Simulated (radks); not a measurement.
The numbers below are computed, except where a source is named.
Ionisation of neutral tellurium, [Kr] 4d10 5s2 5p4, to [Kr] 4d10 5s2 5p3 as the strength of local exchange is varied. Level of theory: scalar-relativistic Kohn-Sham, Slater X-alpha exchange (alpha = 2/3 is LDA exchange), no correlation, spin-polarised, spherical densities, finite nucleus; open shells are filled with parallel spins first (spin-orbit coupling, left out, can overturn this in heavy ions); Fermi nuclear charge, rms radius 4.7423 fm (a radial shooting solver on a logarithmic mesh with Libxc functionals).

alpha  E(Te) (hartree)  exchange (hartree)  IE (eV)  -e of the level emptied (eV)  <r> of it (bohr)
0.603      -6767.92619          -148.74351    7.034                    3.747 (5p)             2.802
0.642      -6777.57676          -158.58268    7.296                    3.991 (5p)             2.770
0.667      -6783.77004          -164.90376    7.467                    4.152 (5p)             2.751
0.725      -6798.15956          -179.61054    7.873                    4.535 (5p)             2.706
1.042      -6877.32606          -261.02249   10.291                    6.877 (5p)             2.494

NIST Atomic Spectra Database: 9.010 eV (measured). The Delta-SCF value meets it near alpha = 0.87. Open shells are spherical and high-spin; term and fine-structure splittings are not resolved. Spin-orbit splitting is averaged out at the scalar-relativistic level.
